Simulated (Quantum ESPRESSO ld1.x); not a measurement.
Input (ld1.x (Quantum ESPRESSO 7.5)):

```
 &input
    atom='Rh',
    iswitch=1,
    rel=1,
    dft='RPBE',
    config='[Kr] 4d7',
    verbosity='high',
    prefix='ld1',
    max_out_wfc=37,
    file_charge='ld1.rho',
 /
```

Command: `OMP_NUM_THREADS=1 ld1.x < ld1.in > ld1.out`

It prints (banner and zero overlaps left out):

```
     Program LD1 v.7.5 starts

     --------------------------- All-electron run ----------------------------

     scalar relativistic calculation

     atomic number is 45.00
     dft =RPBE   lsd =0 sic =0 latt =0  beta=0.20 tr2=1.0E-14
     Exchange-correlation= RPBE
                           (   1   4  44   4   0   0   0)
     mesh =2053 r(mesh) = 100.41760 a.u. xmin = -8.00 dx = 0.00800
     1 Ry =  13.60569312 eV, c = 137.03599908

     n l     nl                  e(Ry)          e(Ha)          e(eV)
     1 0     1S 1( 2.00)   -1694.986538913    -847.493269457 -23061.4666961
     2 0     2S 1( 2.00)    -247.060125033    -123.530062516  -3361.4242441
     2 1     2P 1( 6.00)    -221.541272537    -110.770636268  -3014.2225682
     3 0     3S 1( 2.00)     -45.427502042     -22.713751021   -618.0726521
     3 1     3P 1( 6.00)     -37.039290478     -18.519645239   -503.9452197
     4 0     4S 1( 2.00)      -7.598775087      -3.799387543   -103.3866019
     4 1     4P 1( 6.00)      -5.231777772      -2.615888886    -71.1819629
     3 2     3D 1(10.00)     -23.640914460     -11.820457230   -321.6510273
     4 2     4D 1( 7.00)      -1.886237881      -0.943118940    -25.6635738

     final scf error:  3.2E-15 reached in  25 iterations

     Etot =   -9566.864880 Ry,   -4783.432440 Ha, -130163.827703 eV

     Ekin =    9908.274806 Ry,    4954.137403 Ha,  134808.946388 eV
     Encl =  -23026.260641 Ry,  -11513.130320 Ha, -313288.236047 eV
     Eh   =    3827.566836 Ry,    1913.783418 Ha,   52076.699775 eV
     Exc  =    -276.445881 Ry,    -138.222940 Ha,   -3761.237818 eV
```

Run on one thread of a shared host, so times are rough (Intel(R) Xeon(R) Processor @ 2.60GHz): 0.56 s of CPU time, 0.86 s wall, 25 iterations on 2053 mesh points.
